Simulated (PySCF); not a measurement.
Gas-phase reaction: 2 GaH + 2 N + H2 ⇌ 2 GaNH2, at 1600 K and a standard pressure of 1 bar. Level: HF/6-31G*.

Energies from PySCF, thermal terms from the rigid-rotor harmonic-oscillator model, ideal gas at 1 bar. 6-31G* has spherical d functions here. Open shells (unrestricted): N (multiplicity 4); the rest are closed-shell singlets. Ga: all electrons, no relativistic terms. GaH, GaNH2: computed as isolated molecules; such fragments, hydroxides, amides, oligomers or adducts are transient or little studied in the gas. The harmonic model lacks anharmonicity and excited electronic states, which grow with temperature; levels with a mode under 35 cm⁻¹ are left out.

| species | E (Ha) | H(1600 K) − E (kJ/mol) | S°(1600 K) (J/mol/K) |
|---|---|---|---|
| GaH | -1923.03528 | 62.3 | 254.2 |
| N | -54.38500 | 33.3 | 188.2 |
| H2 | -1.12683 | 75.2 | 179.6 |
| GaNH2 | -1978.10460 | 158.2 | 349.6 |
E: electronic energy; H − E holds the zero-point and thermal terms. 1 Ha = 2625.5 kJ/mol.

Work out ΔH°, ΔS°, ΔG° and log10 K from these numbers.

1. ΔE = 2×(-1978.10460) − 2×(-1923.03528) − 2×(-54.38500) − 1×(-1.12683) = -0.24181 Ha = -634.9 kJ.
2. Δ(H − E) = 2×(158.2) − 2×(62.3) − 2×(33.3) − 1×(75.2) = 50.0 kJ, so ΔH° = -584.9 kJ.
3. ΔS° = 2×(349.6) − 2×(254.2) − 2×(188.2) − 1×(179.6) = -365.2 J/K; the number of gas molecules changes by -3.
4. ΔG° = ΔH° − TΔS° = -584.9 − 1600×(-365.2)/1000 = -0.6 kJ.
5. log10 K = −ΔG°/(RT ln 10) = 0.02, with RT ln 10 = 30.63 kJ/mol; at standard pressures the products are favoured.
6. A shift of 10 kJ in ΔE would move log10 K by 0.33 here.
7. With ΔH° and ΔS° held fixed, ΔG° changes sign near ΔH°/ΔS° = 1600 K.
8. Lowering the total pressure from 1 bar to 0.01 bar multiplies the mole-fraction quotient K_x = K (p/p°)^(−Δn) by 10^-6, which pushes the balance towards the reactants.
For scale, ΔH°(298 K) is -568 kJ at this level, -1188 kJ at ωB97M-V/def2-TZVP†, and runs from -1867 to -568 kJ over the 20 levels computed († marks an energy on the PBE0/def2-TZVP geometry).
